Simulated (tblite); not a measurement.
Isomers of C3H11ClO2Si2. Computed values, GFN2-xTB/tblite, gas phase, harmonic and unscaled. Against measured fundamentals such values can be off by several per cent, at times by over 20. Modes of hydrogen on silicon can be 10 to 20 % off. One conformer each.

Electronic energies: GFN2-xTB at the same geometries; isomer energies are rough at this level and their order can be wrong.

```tsv
SMILES	electronic energy, lowest = 0 (kJ/mol)
CC(C)O[SiH2]O[SiH2]Cl	0.0
C[SiH2]O[C@H](CCl)O[SiH3]	287.4
CC(C)O[Si@@H](O)[SiH2]Cl	190.8
CCO[C@@H](O[SiH3])[SiH2]Cl	326.0
CCO[Si@H](CCl)O[SiH3]	180.4
```

Task: How do GFN2-xTB zero-point energies change the relative energies?

Result: 
| SMILES | ZPE (kJ/mol) | of it from modes above 1550 cm⁻¹ | electronic (kJ/mol) | with ZPE, lowest = 0 (kJ/mol) | lowest mode (cm⁻¹) | rings |
| --- | --- | --- | --- | --- | --- | --- |
| CC(C)O[SiH2]O[SiH2]Cl | 358.3 | 181.9 | 0.0 | 0.0 | 7 | 0 |
| CCO[Si@H](CCl)O[SiH3] | 352.7 | 180.0 | 180.4 | 174.8 | 11 | 0 |
| CC(C)O[Si@@H](O)[SiH2]Cl | 360.2 | 187.4 | 190.8 | 192.6 | 7 | 0 |
| C[SiH2]O[C@H](CCl)O[SiH3] | 345.0 | 174.9 | 287.4 | 274.1 | 8i | 0 |
| CCO[C@@H](O[SiH3])[SiH2]Cl | 346.9 | 174.1 | 326.0 | 314.6 | 28 | 0 |

The zero-point energies span 15.2 kJ/mol, from `C[SiH2]O[C@H](CCl)O[SiH3]` to `CC(C)O[Si@@H](O)[SiH2]Cl`. Slightly imaginary modes are left out of the zero-point energy: `C[SiH2]O[C@H](CCl)O[SiH3]` 7.5i cm⁻¹. The order is unchanged.
